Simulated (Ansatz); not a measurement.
`O[SiH](O)S[SiH](O)Cl` + `O[SiH](F)N[SiH3]` → `O[Si@H](F)N[Si@H](O)Cl` + `O[SiH](O)S[SiH3]`  (redistribution)

Program: Ansatz. Geometries: PBE0-D4/def2-TZVP. ΔE: electronic, gas phase. CCSD(T)/CBS is the MP2 limit (def2-TZVPP, def2-QZVPP) plus CCSD(T) − MP2 in def2-TZVPP, frozen cores. DFT in def2-TZVPP. B3LYP here is the variant with VWN-RPA as its local correlation; programs differ in this. One conformer a species, not always the lowest.

| level | ΔE (kJ/mol) | difference from CCSD(T)/CBS |
| --- | --- | --- |
| ωB97X-V | -20.6 | -0.8 |
| B2PLYP | -20.7 | -0.9 |
| PBE | -20.2 | -0.4 |
| B3LYP | -21.0 | -1.2 |
| HF/def2-TZVPP | -22.3 | -2.5 |
| MP2/def2-TZVPP | -19.8 | 0.0 |
| HF/def2-QZVPP | -21.9 | -2.1 |
| MP2/def2-QZVPP | -18.5 | 1.3 |
| SCS-MP2/def2-QZVPP | -18.4 | 1.4 |
| HF/CBS(def2) | -21.9 | -2.1 |
| CCSD(T)/CBS | -19.8 | 0 |

Largest T1 diagnostic among the species: 0.012.
